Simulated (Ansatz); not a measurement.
CH₃Cl₂InO (`C[O][In]([Cl])[Cl]`) at its PBE0-D4/def2-TZVP geometry, where that method's forces vanish. Charge 0, multiplicity 1. In: def2 effective core potential.

```xyz
8

C    -1.1926   -0.4403   -0.5561
O     0.1958   -0.3885   -0.8061
In    1.4446    0.4354    0.4550
Cl    0.6173    1.1850    2.4752
Cl    3.6707    0.6042   -0.0588
H    -1.5711   -1.4029   -0.9134
H    -1.7118    0.3561   -1.1009
H    -1.4529   -0.3490    0.5051
```

Task: What forces (eV/Å) does B3LYP-D4/def2-TZVPP give on these atoms in Ansatz? (Estimate.)

Result: Ansatz gave: 
```
C1  -0.406 -0.044  0.031
O2   0.101 -0.102 -0.218
In3  0.056  0.018  0.001
Cl4 -0.118  0.105  0.285
Cl5  0.321  0.021 -0.078
H6   0.012  0.047  0.018
H7   0.021 -0.040  0.028
H8   0.014 -0.007 -0.067
```

B3LYP here is the variant with VWN-RPA as its local correlation; programs differ in this.
